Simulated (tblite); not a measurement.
A tight-binding relaxation on `CS[SiH2][Si@H](CF)[SiH2][SiH3]`.

Computed with GFN2-xTB geometry optimisation, gas phase (tblite 0.8.0). Start geometry: from a force field or distance geometry. The command runs a driver script over a list of jobs; the input below is this job's line of settings and its coordinates in Å.

Command:
```bash
OMP_NUM_THREADS=1 python probes_run.py task.json out
```

Input:
```
{"job": {"kind": "relax", "xc": "GFN2-xTB", "basis": "xTB"}, "charge": 0, "multiplicity": 1}
C      4.534700     0.813600     0.344600
S      2.836300     1.167500     0.944800
Si     1.514100     0.237100    -0.442000
Si    -0.426200    -0.194700     0.574000
C     -0.646900    -2.041300     0.678100
F     -0.747100    -2.650000    -0.559400
Si    -2.011500     0.848800    -0.559500
Si    -4.061700     0.333700     0.097000
H      4.468200     0.310900    -0.644800
H      4.998400     0.103900     1.047200
H      5.144700     1.725000     0.322500
H      2.129700    -0.977200    -0.971200
H      1.229900     1.207900    -1.523400
H     -0.437000     0.312800     1.965000
H      0.281200    -2.439300     1.146000
H     -1.477900    -2.355400     1.357900
H     -1.802200     2.298000    -0.321700
H     -1.906700     0.636700    -2.002000
H     -4.037900    -0.771000     1.067800
H     -4.878100    -0.059300    -1.067200
H     -4.712900     1.509200     0.700500
```

Q: Estimate the output.

A: 
```
step      E/eV     max force
  0    -700.94155    1.745
  1    -701.10619    0.808
  2    -701.19037    0.643
  3    -701.24049    0.576
  4    -701.30443    0.410
  5    -701.33505    0.321
  6    -701.36068    0.291
  7    -701.38532    0.297
  8    -701.41340    0.363
  9    -701.44025    0.329
... (172 lines left out)
182    -701.68240    0.028
183    -701.68261    0.030
184    -701.68280    0.032
185    -701.68292    0.026
186    -701.68300    0.018
187    -701.68304    0.021
188    -701.68309    0.023
189    -701.68313    0.021
190    -701.68316    0.015
191    -701.68319    0.010
```

«max force» is the largest atomic force in eV/Å.

Q: From which step on does the largest force stay under 0.1 eV/Å, and how much energy is left to gain from there?

A: From step 150 (0.096 eV/Å), 14.1 meV above the end.

Summary of the converged run: energy lowered by 17.1 kcal/mol over 191 steps; largest atomic force 0.010 eV/Å at the end.

Q: Where do the atoms end?

A: 0.887 Å rms from the input after alignment:
```
atom  x, y, z in Å
C1     4.2357    1.4446   -0.1265
S2     2.6126    1.4481    0.6877
Si3    1.9029   -0.5036    0.1077
Si4   -0.3128   -0.4849    0.7799
C5    -0.9432   -2.2720    0.4302
F6    -0.8254   -2.5342   -0.9243
Si7   -1.7924    0.9948   -0.2712
Si8   -4.0547    0.6102    0.0995
H9     4.1002    1.3728   -1.2014
H10    4.8271    0.6110    0.2395
H11    4.7189    2.3828    0.1252
H12    2.8755   -1.4498    0.6746
H13    2.1231   -0.5618   -1.3409
H14   -0.4086   -0.4289    2.2542
H15   -0.3742   -3.0502    0.9424
H16   -1.9987   -2.4041    0.6753
H17   -1.4118    2.3594    0.1266
H18   -1.5094    0.9586   -1.7175
H19   -4.2477   -0.3826    1.1632
H20   -4.7447    0.0949   -1.0844
H21   -4.7815    1.8118    0.5145
```

Hardware: one thread of an Arm Neoverse N1, on a shared host. Cost: 4.3 s.
Labels such as C1 count atoms from 1, the log's own numbers from 0.
